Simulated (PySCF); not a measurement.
3,3-difluoro-2-methylprop-1-ene (C₄H₆F₂), SMILES C=C(C(F)F)C. Atoms are numbered in the order given.

```xyz
12

C      1.6320     0.7365    -0.2644
C      0.3245     0.6745    -0.0066
C     -0.6166     1.8346    -0.0824
C     -0.3090    -0.6254     0.4050
F     -1.3578    -0.9053    -0.4114
F      0.5544    -1.6579     0.3339
H      2.1037     1.6795    -0.5527
H      2.2626    -0.1519    -0.1961
H     -1.3972     1.6479    -0.8365
H     -0.0873     2.7603    -0.3440
H     -1.1344     1.9921     0.8789
H     -0.7021    -0.5807     1.4389
```

Geometry optimised at PBE0-D3(BJ)/def2-SVP. Other conformers were not sampled.

Computed with PySCF with TDA-PBE/def2-SVPD.

Vertical excitations. Gas-phase values at a fixed geometry.

```tsv
state	energy (eV)	λ (nm)	f	main pairs
S1	6.68	186	0.034	HOMO−1→LUMO 77 %, HOMO→LUMO+1 15 %
S2	6.76	183	0.029	HOMO→LUMO+1 68 %, HOMO−1→LUMO 22 %
S3	7.38	168	0.192	HOMO→LUMO 36 %, HOMO→LUMO+3 25 %, HOMO→LUMO+2 20 %, HOMO→LUMO+1 11 %
S4	7.54	165	0.068	HOMO→LUMO+2 78 %, HOMO→LUMO+3 12 %
S5	7.85	158	0.072	HOMO−2→LUMO 39 %, HOMO→LUMO+3 37 %, HOMO→LUMO 12 %
S6	7.89	157	0.064	HOMO−2→LUMO 57 %, HOMO→LUMO+3 23 %, HOMO→LUMO 9 %
S7	8.01	155	0.017	HOMO−1→LUMO+1 99 %
S8	8.13	153	0.002	HOMO−3→LUMO 93 %
S9	8.21	151	0.037	HOMO→LUMO+4 91 %
S10	8.33	149	0.007	HOMO−4→LUMO 95 %
T1	4.36	284	0	HOMO→LUMO 98 %
T2	6.35	195	0	HOMO−1→LUMO 99 %
T3	6.70	185	0	HOMO→LUMO+1 99 %
T4	7.41	167	0	HOMO→LUMO+2 98 %
```
Triplets are in the Tamm–Dancoff approximation.
